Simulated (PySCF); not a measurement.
FGe, SMILES [F][Ge] (connectivity only; charge and spin as stated), neutral, multiplicity 2.

Geometry optimised at PBE0-D3(BJ)/def2-TZVPD.

Level of theory: PBE0-D3(BJ)/def2-TZVPD in PySCF 2.14.0.

Frequencies are harmonic and unscaled.

```json
[
 {"mode": "1", "ν (cm⁻¹)": "664", "IR (km/mol)": "116.1", "moving atoms (share of kinetic energy)": "F 79 %, Ge 21 %"}
]
```
